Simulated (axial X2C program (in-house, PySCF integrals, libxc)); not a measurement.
Curves of GdO⁻ from open-shell CI on f8 s1

Calculated with an in-house all-electron X2C program for linear molecules (integrals from PySCF): two-component X2C with atomic mean-field Coulomb and Gaunt terms, basis Gd dyall-v4z, O dyall-v4z (cores contracted in-house). Orbitals come from Hartree–Fock averaged over the configuration Gd f8 s1; CI then distributes these electrons over the f, s shells of Gd.

Scan along the bond; masses Gd 157.924 u, O 15.995 u. Energies in cm⁻¹ from the lowest point; levels are followed by energy order within each Ω. Lowest level at 1.947 Å: 100% f8 s1.

```tsv
R (Å)	(1)Ω=13/2	(1)Ω=11/2	(1)Ω=9/2	(2)Ω=11/2	(1)Ω=7/2	(2)Ω=9/2	(1)Ω=5/2	(1)Ω=3/2	(2)Ω=7/2
1.811	2662	2855	3055	3227	3249	3474	3407	3501	3682
1.879	754	981	1220	1378	1457	1678	1670	1824	1941
1.947	0	249	511	677	777	1011	1025	1222	1309
2.025	232	497	776	965	1061	1321	1334	1563	1644
2.103	1343	1618	1907	2125	2201	2492	2488	2736	2828
2.190	3321	3601	3895	4151	4195	4522	4488	4746	4863
2.297	6454	6737	7032	7334	7332	7703	7625	7884	8040
```

Problem. Fit the curves (1)Ω=13/2, (1)Ω=11/2, (1)Ω=9/2, (2)Ω=11/2, (1)Ω=7/2, (2)Ω=9/2, (1)Ω=5/2, (1)Ω=3/2, (2)Ω=7/2 near their minima.

Solution. From the open-shell CI curves, Te from the lowest:

```json
{"level": "(1)Ω=13/2", "Te (cm⁻¹)": "0", "Re (Å)": "1.968", "ωe (cm⁻¹)": "645.6"}
{"level": "(1)Ω=11/2", "Te (cm⁻¹)": "254", "Re (Å)": "1.967", "ωe (cm⁻¹)": "644.6"}
{"level": "(1)Ω=9/2", "Te (cm⁻¹)": "521", "Re (Å)": "1.965", "ωe (cm⁻¹)": "643.2"}
{"level": "(2)Ω=11/2", "Te (cm⁻¹)": "691", "Re (Å)": "1.964", "ωe (cm⁻¹)": "648.5"}
{"level": "(1)Ω=7/2", "Te (cm⁻¹)": "792", "Re (Å)": "1.964", "ωe (cm⁻¹)": "641.5"}
{"level": "(2)Ω=9/2", "Te (cm⁻¹)": "1031", "Re (Å)": "1.962", "ωe (cm⁻¹)": "646.3"}
{"level": "(1)Ω=5/2", "Te (cm⁻¹)": "1046", "Re (Å)": "1.962", "ωe (cm⁻¹)": "639.3"}
{"level": "(1)Ω=3/2", "Te (cm⁻¹)": "1249", "Re (Å)": "1.959", "ωe (cm⁻¹)": "637.3"}
{"level": "(2)Ω=7/2", "Te (cm⁻¹)": "1335", "Re (Å)": "1.960", "ωe (cm⁻¹)": "644.0"}
```

Without dynamic correlation distances can be off by several hundredths of an Å (long for ionic bonds, short for multiple bonds) and the wavenumbers are rough.

The 9 lowest curves are shown; the next is (1)Ω=1/2, from 1326 cm⁻¹.

There is no dynamic correlation: spin–orbit spacings and, for f shells, spacings inside one term are the most reliable numbers, splittings between terms come out too wide, and energies between configurations are not reliable, so the lowest level need not be the ground state of the molecule. At most 4 roots were kept for each Ω > 0 (twice that for Ω = 0) within 2.2 eV of the lowest, so higher up levels can be missing between those listed; levels with Ω > 0 are doubly degenerate and listed once, Ω = 0 levels singly. For an anion, levels above electron detachment are held by the basis set.
